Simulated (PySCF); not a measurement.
Mayer bond orders and bond lengths

Species: PhCHFCH2CH3, C9H11F.
Numbering: `[CH3:1][CH2:2][C@H:3]([F:4])[c:5]1[cH:6][cH:7][cH:8][cH:9][cH:10]1` (hydrogens: H11, H12, H13 on C1; H14, H15 on C2; H16 on C3; H17 on C6; H18 on C7; H19 on C8; H20 on C9; H21 on C10)

Geometry (GFN2-xTB, Å), atoms numbered from 1 in this order:
```xyz
21
C9H11F angstrom
C      2.2966    0.6448    0.4576
C      2.0644   -0.7783   -0.0358
C      0.9038   -0.8645   -1.0348
F      1.2560   -0.1754   -2.1814
C     -0.3807   -0.3225   -0.4644
C     -1.0824   -1.0830    0.4634
C     -2.2447   -0.5944    1.0304
C     -2.7199    0.6568    0.6726
C     -2.0282    1.4143   -0.2559
C     -0.8622    0.9285   -0.8224
H      2.4710    1.3101   -0.3846
H      1.4319    1.0055    1.0103
H      3.1649    0.6774    1.1111
H      1.8385   -1.4364    0.8045
H      2.9650   -1.1480   -0.5308
H      0.7659   -1.9081   -1.3531
H     -0.7149   -2.0614    0.7395
H     -2.7837   -1.1928    1.7501
H     -3.6290    1.0371    1.1147
H     -2.3956    2.3890   -0.5416
H     -0.3256    1.5181   -1.5499
```

Bond orders from the PBE0/pcSseg-1 density (PySCF). Isolated species at its GFN2-xTB geometry (one conformer only).

**Question.** Where do the orders between heavy atoms depart from those drawn in the SMILES?

**Answer.** The largest departure is 0.129, at C3–F4 (drawn single, 0.871), counting aromatic bonds as 1.5. Drawn single, order below 0.88: C3–F4 (0.871). The bonds drawn aromatic range from 1.38 to 1.45.

**Question.** Give the Mayer order of every bond between heavy atoms, beside its length.

**Answer.** 
```csv
bond,drawn as,length (Å),Mayer order
C1–C2,single,1.524,1.049
C2–C3,single,1.534,1.016
C3–F4,single,1.383,0.871
C3–C5,single,1.506,1.009
C5–C6,aromatic,1.390,1.383
C6–C7,aromatic,1.382,1.448
C7–C8,aromatic,1.385,1.428
C8–C9,aromatic,1.384,1.437
C9–C10,aromatic,1.384,1.427
C10–C5,aromatic,1.388,1.420
```

Bonds between the same two heavy elements. C–C: lowest C3–C5 (1.009, 1.506 Å), highest C6–C7 (1.448, 1.382 Å); in 1 of the 36 pairs the longer bond (by over 0.003 Å) has the higher order (by 0.02 or more).

**Question.** And the bonds to hydrogen?

**Answer.** C–H: 0.94 to 0.97 (11 bonds).

**Question.** Sum the orders of all bonds at each heavy atom with more than one neighbour and set the sums beside the valence in the SMILES.

**Answer.** C1 3.939 (drawn 4), C2 3.954 (drawn 4), C3 3.846 (drawn 4), C5 3.812 (drawn 4), C6 3.802 (drawn 4), C7 3.839 (drawn 4), C8 3.834 (drawn 4), C9 3.829 (drawn 4), C10 3.819 (drawn 4). Orders between atoms that aren't bonded are not in these sums.

Mayer orders depend on the basis set.
